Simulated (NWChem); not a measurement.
System: BF$_{2}$, doublet; SMILES F[B]F

Parts of the log:

```
             Northwest Computational Chemistry Package (NWChem) 7.3.0
             --------------------------------------------------------

 C2V symmetry detected

                             Geometry "geometry" -> ""
                             -------------------------

 Output coordinates in angstroms (scale by  1.889725989 to convert to a.u.)

  No.       Tag          Charge          X              Y              Z
 ---- ---------------- ---------- -------------- -------------- --------------
    1 F                    9.0000     1.13662800     0.00000000    -0.14011870
    2 B                    5.0000     0.00000000     0.00000000     0.50442730
    3 F                    9.0000    -1.13662800     0.00000000    -0.14011870

 Effective nuclear repulsion energy (a.u.)      55.3040839151

      Symmetry information
      --------------------

 Group name             C2v
 Group number             16
 Group order               4
 No. of unique centers     2

                                 NWChem DFT Module
                                 -----------------

 Summary of "ao basis" -> "ao basis" (spherical)
 ------------------------------------------------------------------------------
       Tag                 Description            Shells   Functions and Types
 ---------------- ------------------------------  ------  ---------------------
 F                          def2-svp                 6       14   3s2p1d
 B                          def2-svp                 6       14   3s2p1d

      Symmetry analysis of basis
      --------------------------

        a1         17
        a2          5
        b1         13
        b2          7

            General Information
            -------------------
          SCF calculation type: DFT
          Wavefunction type:  spin polarized.
          No. of atoms     :     3
          No. of electrons :    23
           Alpha electrons :    12
            Beta electrons :    11
          Charge           :     0
          Spin multiplicity:     2
          Use of symmetry is: on ; symmetry adaption is: on
          Maximum number of iterations: 200
          AO basis - number of functions:    42
                     number of shells:    18
          Convergence on energy requested:  1.00D-06
          Convergence on density requested:  1.00D-05
          Convergence on gradient requested:  5.00D-04

              XC Information
              --------------
                      r^2SCAN Method XC Functional
               r^2SCAN metaGGA Exchange Functional  1.000
                     r^2SCAN Correlation Potential  1.000

             Grid Information
             ----------------
          Grid used for XC integration:  medium
          Radial quadrature: Mura-Knowles
          Angular quadrature: Lebedev.
          Tag              B.-S. Rad. Rad. Pts. Rad. Cut. Ang. Pts.
          ---              ---------- --------- --------- ---------
          F                   0.50       49           6.0       434
          B                   0.85       49           5.0       434
          Grid pruning is: on
          Number of quadrature shells:    98
          Spatial weights used:  Erf1

      Non-variational initial energy
      ------------------------------

 Total energy =      55.304084
 1-e energy   =       0.000000
 2-e energy   =       0.000000
 HOMO         =     -10.833623
 LUMO         =     -10.577354

   Symmetry analysis of molecular orbitals - initial alpha
   -------------------------------------------------------

  Numbering of irreducible representations:

     1 a1          2 a2          3 b1          4 b2

  Orbital symmetries:

     1 a1          2 b1          3 a1          4 b1          5 a1
     6 b1          7 a1          8 b2          9 a2         10 b1
    11 a1         12 a1         13 b1         14 b2         15 a1
    16 a2         17 b1         18 a1         19 b1         20 b2
    21 a1         22 a2

   Symmetry analysis of molecular orbitals - initial beta
   ------------------------------------------------------

  Numbering of irreducible representations:

     1 a1          2 a2          3 b1          4 b2

  Orbital symmetries:

     1 a1          2 b1          3 a1          4 b1          5 a1
     6 b1          7 a1          8 b2          9 a2         10 b1
    11 a1         12 a1         13 b1         14 b2         15 a1
    16 a2         17 b1         18 a1         19 b1         20 b2
    21 a1         22 a2

   convergence    iter        energy       DeltaE   RMS-Dens  Diis-err
 ---------------- ----- ----------------- --------- --------- ---------
 d= 0,ls=0.0,diis     1   -211.2762296435 -2.67D+02  2.01D-01  1.74D+01
                                                     2.09D-01  1.80D+01
 d= 0,ls=0.5,diis     2   -198.1358681374  1.31D+01  1.55D-01  2.60D+01
                                                     1.85D-01  2.40D+01
 d= 0,ls=0.5,diis     3   -223.8878979911 -2.58D+01  3.83D-02  4.94D-01
                                                     1.60D-02  3.86D-01
 d= 0,ls=0.5,diis     4   -224.2019795264 -3.14D-01  1.51D-02  1.05D-01
                                                     4.31D-03  6.03D-02
 d= 0,ls=0.5,diis     5   -224.2587472011 -5.68D-02  7.32D-03  5.81D-02
                                                     2.13D-03  3.35D-02
  Resetting Diis
 d= 0,ls=0.5,diis     6   -224.2811705011 -2.24D-02  4.37D-03  2.72D-02
                                                     1.12D-03  1.73D-02
 d= 0,ls=0.5,diis     7   -224.2924027922 -1.12D-02  2.42D-03  5.05D-03
                                                     9.20D-04  2.89D-03
 d= 0,ls=0.5,diis     8   -224.2947078990 -2.31D-03  1.29D-03  2.81D-03
                                                     3.87D-04  2.60D-03
 d= 0,ls=0.5,diis     9   -224.2958665661 -1.16D-03  8.16D-04  4.61D-04
                                                     1.81D-04  3.40D-04
 d= 0,ls=0.5,diis    10   -224.2961682334 -3.02D-04  4.61D-04  7.75D-05
                                                     5.29D-05  5.03D-06
 d= 0,ls=0.5,diis    11   -224.2962439384 -7.57D-05  2.69D-04  2.92D-05
                                                     1.87D-05  1.65D-06
 d= 0,ls=0.5,diis    12   -224.2962705239 -2.66D-05  1.55D-04  1.01D-05
                                                     1.02D-05  9.71D-07
 d= 0,ls=0.5,diis    13   -224.2962797885 -9.26D-06  9.04D-05  3.36D-06
                                                     3.99D-06  3.32D-07
 d= 0,ls=0.5,diis    14   -224.2962829606 -3.17D-06  5.24D-05  1.15D-06
                                                     2.54D-06  1.38D-07
 d= 0,ls=0.5,diis    15   -224.2962840439 -1.08D-06  3.07D-05  3.95D-07
                                                     1.23D-06  4.23D-08
 d= 0,ls=0.5,diis    16   -224.2962844124 -3.69D-07  1.80D-05  1.37D-07
                                                     5.97D-07  1.18D-08
 d= 0,ls=0.5,diis    17   -224.2962845393 -1.27D-07  1.05D-05  4.69D-08
                                                     3.73D-07  3.35D-09
 d= 0,ls=0.5,diis    18   -224.2962845825 -4.33D-08  6.15D-06  1.63D-08
                                                     2.08D-07  1.25D-09

         Total DFT energy =     -224.296284597502
      One electron energy =     -420.880738800666
           Coulomb energy =      166.181146040798
    Exchange-Corr. energy =      -24.900775752702
 Nuclear repulsion energy =       55.304083915068

 Numeric. integr. density =       23.000000958990

                  Occupations of the irreducible representations
                  ----------------------------------------------

                     irrep           alpha         beta
                     --------     --------     --------
                     a1                6.0          5.0
                     a2                1.0          1.0
                     b1                4.0          4.0
                     b2                1.0          1.0

                    DFT Final Alpha Molecular Orbital Analysis
                    ------------------------------------------

 Vector   10  Occ=1.000000D+00  E=-4.162218D-01  Symmetry=a2
              MO Center=  1.2D-14,  3.3D-16, -1.2D-01, r^2= 1.7D+00
   Bfn.  Coefficient  Atom+Function         Bfn.  Coefficient  Atom+Function
  ----- ------------  ---------------      ----- ------------  ---------------
     5      0.479063  1 F  py                33     -0.479063  3 F  py
     8     -0.322688  1 F  py                36      0.322688  3 F  py
    24     -0.049921  2 B  d -2

 Vector   11  Occ=1.000000D+00  E=-4.019187D-01  Symmetry=b1
              MO Center=  7.2D-14, -3.8D-16, -9.9D-02, r^2= 1.8D+00
   Bfn.  Coefficient  Atom+Function         Bfn.  Coefficient  Atom+Function
  ----- ------------  ---------------      ----- ------------  ---------------
     4      0.345052  1 F  px                 6      0.345905  1 F  pz
    32      0.345052  3 F  px                34     -0.345905  3 F  pz
     9     -0.235454  1 F  pz                37      0.235454  3 F  pz
     7     -0.211669  1 F  px                35     -0.211669  3 F  px
    21     -0.067129  2 B  px                27      0.049438  2 B  d  1

 Vector   12  Occ=1.000000D+00  E=-2.221113D-01  Symmetry=a1
              MO Center= -7.0D-16, -1.0D-15,  8.8D-01, r^2= 1.5D+00
   Bfn.  Coefficient  Atom+Function         Bfn.  Coefficient  Atom+Function
  ----- ------------  ---------------      ----- ------------  ---------------
    20     -0.471040  2 B  pz                17      0.466690  2 B  s
    16      0.403549  2 B  s                  6      0.246527  1 F  pz
    34      0.246527  3 F  pz                 9     -0.185349  1 F  pz
    37     -0.185349  3 F  pz                23      0.173278  2 B  pz
    15      0.163238  2 B  s                  3     -0.087406  1 F  s

 Vector   13  Occ=0.000000D+00  E=-4.845070D-02  Symmetry=b2
              MO Center=  9.8D-16,  5.9D-16,  4.8D-01, r^2= 1.8D+00
   Bfn.  Coefficient  Atom+Function         Bfn.  Coefficient  Atom+Function
  ----- ------------  ---------------      ----- ------------  ---------------
    19      0.659099  2 B  py                22     -0.520955  2 B  py
     5     -0.267511  1 F  py                33     -0.267511  3 F  py
     8      0.243668  1 F  py                36      0.243668  3 F  py
    25     -0.042422  2 B  d -1

 Vector   14  Occ=0.000000D+00  E= 1.266604D-01  Symmetry=a1
              MO Center=  2.5D-15, -2.7D-15, -3.6D-01, r^2= 2.9D+00
   Bfn.  Coefficient  Atom+Function         Bfn.  Coefficient  Atom+Function
  ----- ------------  ---------------      ----- ------------  ---------------
    17      1.336312  2 B  s                 23     -0.740753  2 B  pz
     3     -0.482471  1 F  s                 31     -0.482471  3 F  s
    16     -0.376032  2 B  s                 20      0.356148  2 B  pz
     2     -0.156764  1 F  s                 30     -0.156764  3 F  s
     7      0.151597  1 F  px                35     -0.151597  3 F  px

 Vector   15  Occ=0.000000D+00  E= 1.460300D-01  Symmetry=b1
              MO Center= -8.6D-16, -7.5D-17,  7.9D-01, r^2= 3.9D+00
   Bfn.  Coefficient  Atom+Function         Bfn.  Coefficient  Atom+Function
  ----- ------------  ---------------      ----- ------------  ---------------
    21      1.285223  2 B  px                 3     -0.557840  1 F  s
    31      0.557840  3 F  s                 18     -0.270946  2 B  px
     9     -0.157841  1 F  pz                37      0.157841  3 F  pz
     6      0.145715  1 F  pz                34     -0.145715  3 F  pz
     2     -0.128320  1 F  s                 30      0.128320  3 F  s

                     DFT Final Beta Molecular Orbital Analysis
                     -----------------------------------------

 Vector    9  Occ=1.000000D+00  E=-4.501763D-01  Symmetry=a1
              MO Center= -8.9D-16, -5.0D-16, -6.1D-02, r^2= 1.7D+00
   Bfn.  Coefficient  Atom+Function         Bfn.  Coefficient  Atom+Function
  ----- ------------  ---------------      ----- ------------  ---------------
     6      0.416718  1 F  pz                34      0.416718  3 F  pz
     9     -0.266214  1 F  pz                37     -0.266214  3 F  pz
     4      0.142591  1 F  px                32     -0.142591  3 F  px
    20      0.130343  2 B  pz                16     -0.123132  2 B  s
     7     -0.094717  1 F  px                35      0.094717  3 F  px

 Vector   10  Occ=1.000000D+00  E=-4.158762D-01  Symmetry=a2
              MO Center=  4.1D-14,  3.6D-17, -1.2D-01, r^2= 1.7D+00
   Bfn.  Coefficient  Atom+Function         Bfn.  Coefficient  Atom+Function
  ----- ------------  ---------------      ----- ------------  ---------------
     5      0.478637  1 F  py                33     -0.478637  3 F  py
     8     -0.323032  1 F  py                36      0.323032  3 F  py
    24     -0.050353  2 B  d -2

 Vector   11  Occ=1.000000D+00  E=-3.968325D-01  Symmetry=b1
              MO Center=  4.0D-15, -4.7D-17, -1.0D-01, r^2= 1.8D+00
   Bfn.  Coefficient  Atom+Function         Bfn.  Coefficient  Atom+Function
  ----- ------------  ---------------      ----- ------------  ---------------
     6      0.351870  1 F  pz                34     -0.351870  3 F  pz
     4      0.335927  1 F  px                32      0.335927  3 F  px
     9     -0.243302  1 F  pz                37      0.243302  3 F  pz
     7     -0.208247  1 F  px                35     -0.208247  3 F  px
    21     -0.064802  2 B  px                27      0.044945  2 B  d  1

 Vector   12  Occ=0.000000D+00  E=-8.447348D-02  Symmetry=a1
              MO Center=  3.0D-18, -5.7D-15,  9.9D-01, r^2= 1.7D+00
   Bfn.  Coefficient  Atom+Function         Bfn.  Coefficient  Atom+Function
  ----- ------------  ---------------      ----- ------------  ---------------
    17      0.723217  2 B  s                 20     -0.366506  2 B  pz
    16      0.270618  2 B  s                 23      0.195489  2 B  pz
     6      0.190010  1 F  pz                34      0.190010  3 F  pz
    15      0.156325  2 B  s                  9     -0.142309  1 F  pz
    37     -0.142309  3 F  pz                 3     -0.134340  1 F  s

 Vector   13  Occ=0.000000D+00  E= 9.527277D-03  Symmetry=b2
              MO Center= -2.6D-16,  6.4D-15,  4.6D-01, r^2= 1.9D+00
   Bfn.  Coefficient  Atom+Function         Bfn.  Coefficient  Atom+Function
  ----- ------------  ---------------      ----- ------------  ---------------
    19      0.625312  2 B  py                22     -0.574597  2 B  py
     5     -0.263361  1 F  py                33     -0.263361  3 F  py
     8      0.234994  1 F  py                36      0.234994  3 F  py

 Vector   14  Occ=0.000000D+00  E= 1.457082D-01  Symmetry=a1
              MO Center= -1.5D-14,  2.8D-15, -3.6D-01, r^2= 3.0D+00
   Bfn.  Coefficient  Atom+Function         Bfn.  Coefficient  Atom+Function
  ----- ------------  ---------------      ----- ------------  ---------------
    17      1.097023  2 B  s                 23     -0.937207  2 B  pz
     3     -0.484227  1 F  s                 31     -0.484227  3 F  s
    20      0.283786  2 B  pz                16     -0.220923  2 B  s
     7      0.165820  1 F  px                35     -0.165820  3 F  px
     2     -0.148085  1 F  s                 30     -0.148085  3 F  s

   alpha - beta orbital overlaps
   -----------------------------

[...]

                         DFT ENERGY GRADIENTS

    atom               coordinates                        gradient
                 x          y          z           x          y          z
   1 F       2.147915   0.000000  -0.264786   -0.004374   0.000000   0.002506
   2 B       0.000000   0.000000   0.953229    0.000000   0.000000  -0.005013
   3 F      -2.147915   0.000000  -0.264786    0.004374   0.000000   0.002506
```

Level: r2SCAN/def2-SVP, spin-unrestricted. In the optimisation the excess spin sits in a1 (C2v, its own frame). Geometry: optimised at PBE0/def2-SVP, spin-unrestricted. No stability test was run on the SCF state.

Write an input that gives this output.

This is not unique; one that fits is the input that was run:
```
start job
memory heap 200 mb stack 900 mb global 1100 mb
geometry units angstroms noautoz
  F      1.136628     0.000000    -0.131689
  B      0.000000     0.000000     0.512857
  F     -1.136628     0.000000    -0.131689
end
basis spherical
  * library def2-svp
end
dft
  odft
  mult 2
  xc r2scan
  iterations 200
  vectors input hcore
end
task dft gradient
```
